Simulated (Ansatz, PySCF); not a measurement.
Gas-phase reaction 2 R1 + R2 → 2 P1 + P2, each structure at its B3LYP-D3(BJ)/def2-TZVP stationary point, reached from a drawn start (curvature not checked).
P1, H2 (SMILES [H][H]) (charge 0, multiplicity 1):
```xyz
2

H      0.000     0.000     0.372
H      0.000     0.000    -0.372
```
R1: HF (SMILES F), charge 0, multiplicity 1.
R2: SiH4 (SMILES [SiH4]), charge 0, multiplicity 1.
P2: F2H2Si (SMILES F[SiH2]F), charge 0, multiplicity 1.

P less R. No zero-point or thermal terms.

Cores are frozen in the correlated methods.

Programs: Ansatz (Gaussian orbitals); PySCF for the D3/D4 terms. Each number belongs to the level named beside it.

The comparison value is -58.44 kcal/mol (CCSD(T)/cc-pV(Q+d)Z). It is a level with limits of its own, not the exact answer.

Problem. Order these levels by how close they come to the comparison value for the reaction energy, closest first: revPBE-D4/def2-TZVPP, SVWN5/def2-TZVPP, BLYP-D3(BJ)/def2-TZVPP, B3LYP/def2-TZVPP, HF/cc-pV(T+d)Z. Give each level's value less the comparison value.

Solution. HF/cc-pV(T+d)Z (0.37 kcal/mol), BLYP-D3(BJ)/def2-TZVPP (0.78 kcal/mol), B3LYP/def2-TZVPP (1.41 kcal/mol), revPBE-D4/def2-TZVPP (4.99 kcal/mol), SVWN5/def2-TZVPP (5.45 kcal/mol)

Ansatz is a quantum-chemistry and plane-wave program.
